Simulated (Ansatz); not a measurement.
A calculation with Ansatz (development build ahead of 0.2.0).

```yaml
crystal:
  periodic: [false, false, false]
  atoms:
    - { symbol: Ge, position_ang: [-0.03557, 0.02615, 0.02347] }
    - { symbol: H, position_ang: [0.89507, 0.91955, 0.92509] }
    - { symbol: H, position_ang: [0.92542, -0.85538, -0.88202] }
    - { symbol: H, position_ang: [-0.84249, 0.90501, -0.87451] }
    - { symbol: H, position_ang: [-0.90514, -0.84236, 0.87514] }
basis:
  gaussian: { orbitals: def2-TZVP }
hamiltonian:
  xc: hf
correlation:
  method: mp2
  frozen_orbitals: { Ge: 9, H: 0 }
```

The input is written out in the form of the current development build from the run's settings.

The run gave:

```yaml
Converged: yes
Reference_energy: -2077.67552 hartree
Correlation_energy: -0.26559 hartree
Total_energy: -2077.94112 hartree
Spin_squared_of_the_determinant: 0.000
```
